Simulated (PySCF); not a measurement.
F4MoO, triplet, at a GFN2-xTB geometry (such geometries of metal compounds can be far from the true shape) (the multiplicity is a formal guess) (core potentials on Mo); B3LYP/def2-SVP in PySCF.

The PySCF input:
```python
from pyscf import gto, scf, dft

mol = gto.Mole()
mol.atom = '''
    Mo   -0.03947196   -0.11583234    0.08067065
    O     1.02430844   -0.79132614    1.15477904
    F    -1.26475454    0.47485748   -0.99623923
    F     0.51485747    1.73023677    0.33636674
    F     1.26930803    0.34687144   -1.28081123
    F    -1.24570487   -1.30801375    0.53775043
'''
mol.basis = 'def2-svp'
mol.ecp = {'Mo': 'def2-svp'}
mol.spin = 2
mol.verbose = 4
mol.build()

mf = dft.UKS(mol)
mf.xc = 'b3lyp'
mf.kernel()
```

Question: Predict the main parts of the log of this PySCF run.

Answer: 
```
PySCF version 2.14.0

[INPUT] verbose = 4
[INPUT] num. atoms = 6
[INPUT] num. electrons = 58
[INPUT] charge = 0
[INPUT] spin (= nelec alpha-beta = 2S) = 2
[INPUT] symmetry False subgroup None
[INPUT] Mole.unit = angstrom
[INPUT] Symbol           X                Y                Z      unit          X                Y                Z       unit  Magmom
[INPUT]  1 Mo    -0.039471960000  -0.115832340000   0.080670650000 AA   -0.074591194000  -0.218891398968   0.152445434791 Bohr   0.0
[INPUT]  2 O      1.024308440000  -0.791326140000   1.154779040000 AA    1.935662418680  -1.495389679809   2.182216119988 Bohr   0.0
[INPUT]  3 F     -1.264754540000   0.474857480000  -0.996239230000 AA   -2.390039695400   0.897350585401  -1.882619299248 Bohr   0.0
[INPUT]  4 F      0.514857470000   1.730236770000   0.336366740000 AA    0.972939611486   3.269673625952   0.635641016013 Bohr   0.0
[INPUT]  5 F      1.269308030000   0.346871440000  -1.280811230000 AA    2.398644544411   0.655492022034  -2.420382441967 Bohr   0.0
[INPUT]  6 F     -1.245704870000  -1.308013750000   0.537750430000 AA   -2.354041036337  -2.471787754665   1.016201036067 Bohr   0.0

nuclear repulsion = 331.223737412858
number of shells = 41
number of NR pGTOs = 177
number of NR cGTOs = 101
basis = def2-svp
ecp = {'Mo': 'def2-svp'}

******** <class 'pyscf.dft.uks.UKS'> ********
method = UKS
initial guess = minao
damping factor = 0
level_shift factor = 0
DIIS = <class 'pyscf.scf.diis.CDIIS'>
diis_start_cycle = 1
diis_space = 8
diis_damp = 0
SCF conv_tol = 1e-09
SCF conv_tol_grad = None
SCF max_cycles = 50
direct_scf = True
direct_scf_tol = 1e-13
number electrons alpha = 30  beta = 28
XC library pyscf.dft.libxc version 7.1.2
    S. Lehtola, C. Steigemann, M. J. T. Oliveira, and M. A. L. Marques,  SoftwareX 7, 1–5 (2018)
XC functionals = b3lyp
    P. J. Stephens, F. J. Devlin, C. F. Chabalowski, and M. J. Frisch,  J. Phys. Chem. 98, 11623 (1994)
radial grids:
    Treutler-Ahlrichs [JCP 102, 346 (1995); DOI:10.1063/1.469408] (M4) radial grids

becke partition: Becke, JCP 88, 2547 (1988); DOI:10.1063/1.454033
pruning grids: <function nwchem_prune>
grids dens level: 3
symmetrized grids: False
atomic radii adjust function: <function treutler_atomic_radii_adjust>
small_rho_cutoff = 0
Set gradient conv threshold to 3.16228e-05
tot grids = 93568
init E= -534.997774577159

cycle= 1 E= -542.018781864798  delta_E= -7.02  |g|= 1.02  |ddm|= 2.43
cycle= 2 E= -529.667354197385  delta_E= 12.4  |g|= 4.81  |ddm|= 3.72
cycle= 3 E= -541.809159084304  delta_E= -12.1  |g|= 1.27  |ddm|=  3.4

cycle= 4 E= -542.08361829991  delta_E= -0.274  |g|= 0.896  |ddm|= 1.44

cycle= 5 E= -542.325154602563  delta_E= -0.242  |g|= 0.473  |ddm|= 1.19

cycle= 6 E= -542.326592538946  delta_E= -0.00144  |g|= 0.463  |ddm|= 1.11

cycle= 7 E= -542.368778671821  delta_E= -0.0422  |g|= 0.353  |ddm|= 0.125

cycle= 8 E= -542.404705626582  delta_E= -0.0359  |g|= 0.216  |ddm|= 0.138

cycle= 9 E= -542.42106964349  delta_E= -0.0164  |g|= 0.103  |ddm|= 0.111

cycle= 10 E= -542.426420449689  delta_E= -0.00535  |g|= 0.0154  |ddm|= 0.104

cycle= 11 E= -542.426790530591  delta_E= -0.00037  |g|= 0.015  |ddm|= 0.06

cycle= 12 E= -542.42687391985  delta_E= -8.34e-05  |g|= 0.013  |ddm|= 0.0164

cycle= 13 E= -542.427033959066  delta_E= -0.00016  |g|= 0.00648  |ddm|= 0.0228

cycle= 14 E= -542.427201237847  delta_E= -0.000167  |g|= 0.00812  |ddm|= 0.0427

cycle= 15 E= -542.427314046396  delta_E= -0.000113  |g|= 0.00619  |ddm|= 0.0278

cycle= 16 E= -542.427473661136  delta_E= -0.00016  |g|= 0.00409  |ddm|= 0.0512

cycle= 17 E= -542.427528982485  delta_E= -5.53e-05  |g|= 0.00407  |ddm|= 0.0228

cycle= 18 E= -542.427627684867  delta_E= -9.87e-05  |g|= 0.00359  |ddm|= 0.0433

cycle= 19 E= -542.427649686058  delta_E= -2.2e-05  |g|= 0.00242  |ddm|= 0.0196

cycle= 20 E= -542.427646411672  delta_E= 3.27e-06  |g|= 0.00403  |ddm|= 0.0237

cycle= 21 E= -542.427622013604  delta_E= 2.44e-05  |g|= 0.00377  |ddm|= 0.0125

cycle= 22 E= -542.427607111024  delta_E= 1.49e-05  |g|= 0.00317  |ddm|= 0.0196

cycle= 23 E= -542.427560468757  delta_E= 4.66e-05  |g|= 0.00415  |ddm|= 0.0536

cycle= 24 E= -542.42755837475  delta_E= 2.09e-06  |g|= 0.00352  |ddm|= 0.0309

cycle= 25 E= -542.42756387331  delta_E= -5.5e-06  |g|= 0.000824  |ddm|= 0.0059

cycle= 26 E= -542.427562832032  delta_E= 1.04e-06  |g|= 0.00165  |ddm|= 0.0039

cycle= 27 E= -542.427564864828  delta_E= -2.03e-06  |g|= 0.000511  |ddm|= 0.00301

cycle= 28 E= -542.427564494829  delta_E= 3.7e-07  |g|= 0.00192  |ddm|= 0.0043

cycle= 29 E= -542.427566595713  delta_E= -2.1e-06  |g|= 0.000264  |ddm|= 0.00313

cycle= 30 E= -542.42756691272  delta_E= -3.17e-07  |g|= 0.000267  |ddm|= 0.00219

cycle= 31 E= -542.42756718757  delta_E= -2.75e-07  |g|= 0.000209  |ddm|= 0.00155

cycle= 32 E= -542.427567090532  delta_E= 9.7e-08  |g|= 0.000226  |ddm|= 0.000751

cycle= 33 E= -542.427567021415  delta_E= 6.91e-08  |g|= 0.000221  |ddm|= 0.000545

cycle= 34 E= -542.427566962178  delta_E= 5.92e-08  |g|= 0.000224  |ddm|= 0.00244

cycle= 35 E= -542.427566950309  delta_E= 1.19e-08  |g|= 0.000215  |ddm|= 0.000825

cycle= 36 E= -542.427566820093  delta_E= 1.3e-07  |g|= 0.000219  |ddm|= 0.000746

cycle= 37 E= -542.427567204564  delta_E= -3.84e-07  |g|= 0.000172  |ddm|= 0.00281

cycle= 38 E= -542.427566716702  delta_E= 4.88e-07  |g|= 0.00013  |ddm|= 0.00334

cycle= 39 E= -542.427566608738  delta_E= 1.08e-07  |g|= 0.000151  |ddm|= 0.00147

cycle= 40 E= -542.427566404549  delta_E= 2.04e-07  |g|= 8.98e-05  |ddm|= 0.00265

cycle= 41 E= -542.427566264048  delta_E= 1.41e-07  |g|= 9.51e-05  |ddm|= 0.00276

cycle= 42 E= -542.427566266896  delta_E= -2.85e-09  |g|= 6.26e-05  |ddm|= 0.00192

cycle= 43 E= -542.42756627931  delta_E= -1.24e-08  |g|= 5.18e-05  |ddm|= 0.00196

cycle= 44 E= -542.42756624414  delta_E= 3.52e-08  |g|= 2.81e-05  |ddm|= 0.00203

cycle= 45 E= -542.427566245827  delta_E= -1.69e-09  |g|= 3.58e-05  |ddm|= 0.000293

cycle= 46 E= -542.427566245577  delta_E= 2.51e-10  |g|= 1.31e-05  |ddm|= 0.00036

Extra cycle  E= -542.427566245228  delta_E= 3.48e-10  |g|= 3.75e-05  |ddm|= 4.61e-05
converged SCF energy = -542.427566245228  <S^2> = 2.0071161  2S+1 = 3.0047403
```
